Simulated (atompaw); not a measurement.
**Plane-wave convergence, PAW (atompaw) potential for magnesium**

```
Element                 : Mg (Z = 12)
Generator               : atompaw 4.2.0.5
Type                    : PAW
Functional              : PBE
Relativity              : scalar-relativistic
Frozen core             : [He] 2s2
Valence charge          : 8
Reference configuration : 2p6 3s2 3p0
Partial waves           : 3s (bound): rc 2.00 bohr; 3s channel at 0.95 Ry: rc 2.00 bohr; 2p (bound): rc 0.70 bohr; 3p (bound, empty): rc 2.00 bohr
Local potential         : bessel scheme, radius 1.60 bohr
Core correction         : smooth core density matched at 1.85 bohr
Augmentation charge     : besselshape compensation charge, radius 1.80 bohr; PAW radius 2.00 bohr; waves and projectors: custom rrkj gramschmidtortho
```

The pseudo-atom Hamiltonian at the reference potential is diagonalised in spherical Bessel functions j_l(qr) that vanish at 20 bohr, with q² up to the cutoff. All-electron valence levels (Ry): 3s -0.3458, 2p -3.4261, 3p -0.0977.

Problem. How do the lowest levels (Ry) of each channel move with the cutoff, and are there ghosts?

Solution.

| cutoff (Ry) | s #1 | p #1 | p #2 | d #1 | d #2 | f #1 | f #2 | Σ f·Δε (mRy) |
| --- | --- | --- | --- | --- | --- | --- | --- | --- |
| 8 | -0.3454 | -0.0973 | 0.0449 | 0.0531 | 0.1354 | 0.1079 | 0.2295 | 19973.3 |
| 15 | -0.3458 | -0.0977 | 0.0448 | 0.0531 | 0.1353 | 0.1079 | 0.2295 | 19969.8 |
| 25 | -0.3458 | -0.0977 | 0.0448 | 0.0531 | 0.1353 | 0.1079 | 0.2295 | 19969.8 |
| 35 | -0.3458 | -0.7242 | -0.0977 | 0.0531 | 0.1353 | 0.1079 | 0.2295 | 16210.6 |
| 50 | -0.3459 | -2.1618 | -0.0977 | 0.0531 | 0.1353 | 0.1079 | 0.2295 | 7585.0 |
| 70 | -0.3459 | -2.9718 | -0.0977 | 0.0531 | 0.1353 | 0.1079 | 0.2295 | 2725.4 |
| 100 | -0.3459 | -3.3504 | -0.0977 | 0.0531 | 0.1353 | 0.1079 | 0.2295 | 454.0 |
| 140 | -0.3459 | -3.4203 | -0.0977 | 0.0531 | 0.1353 | 0.1079 | 0.2295 | 34.4 |
| 180 | -0.3459 | -3.4251 | -0.0977 | 0.0531 | 0.1353 | 0.1079 | 0.2295 | 5.4 |
| 260 | -0.3459 | -3.4258 | -0.0977 | 0.0531 | 0.1353 | 0.1079 | 0.2295 | 1.4 |
| 400 | -0.3459 | -3.4260 | -0.0977 | 0.0531 | 0.1353 | 0.1079 | 0.2295 | 0.0 |

Result: no extra level below or beside the all-electron valence levels (s, p, d, f tested); 10 mRy is reached at 160 Ry and 1 mRy at 300 Ry.
